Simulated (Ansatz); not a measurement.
Correlation energies of H4O2Se2Ti (`[OH][Ti]([OH])([SeH])[SeH]`) by basis set

```xyz
9

O    -0.698    0.969    1.065
Ti    0.076   -0.310    0.120
O     0.159   -1.892    0.901
Se    2.322    0.430   -0.472
Se   -1.228   -0.748   -1.887
H    -1.513    1.469    1.120
H    -0.080   -2.345    1.710
H     1.931    1.816   -0.173
H    -0.970    0.612   -2.385
```

Total charge 0; spin multiplicity 1. Correlated methods include outer-core shells of Se, Ti, which these sets cover unevenly. Scalar relativity is left out up to krypton. The geometry is a stationary point of PBE0-D4/def2-TZVP. It is one conformer, not always the lowest. Frozen core, restricted reference, the Gaussian-basis code of Ansatz.

```csv
basis,HF (Eh),MP2 corr.,CCSD corr.,(T),CCSD(T) total
def2-SVP,-5799.47938,-1.18310,-1.18255,-0.05220,-5800.71413
def2-TZVPP,-5800.39431,-1.48332,–,–,–
def2-QZVPP,-5800.51086,-2.16481,–,–,–
```
